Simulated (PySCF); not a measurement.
# The As–I bond energy of AsI₃

Level of theory: PBE0/[As def2-SVP, I def2-SVP with ECP28], scalar-relativistic core potentials, density fitting, no spin–orbit coupling, PySCF.

Each entry is the lowest minimum that a search over a few typed start shapes (and spin states, where more than one is plausible) found, or that minimum re-optimised at the stated level; isomers with ligand–ligand bonds, or fragments after loss of a ligand pair, can lie lower.

Total energies (Eh), which compare only within these settings: I atom -297.68438.

```
species  2S+1  group       E (Eh)  ZPE (kJ/mol)
   AsI₂     2    C2v  -2830.80263           3.4
   AsI₃     1    C3v  -3128.56231           5.5
```

Problem. What are De and D0 for AsI₃ → AsI₂ + I?

Solution. De = [(-2830.80263) + (-297.68438) − (-3128.56231)] × 2625.5 = 198 kJ/mol. The zero-point energy changes by -2.2 kJ/mol, so D0 = 196 kJ/mol.

Atoms and open shells are unrestricted, without spin–orbit or basis-set superposition corrections.

Spin–orbit coupling can matter for elements this heavy.
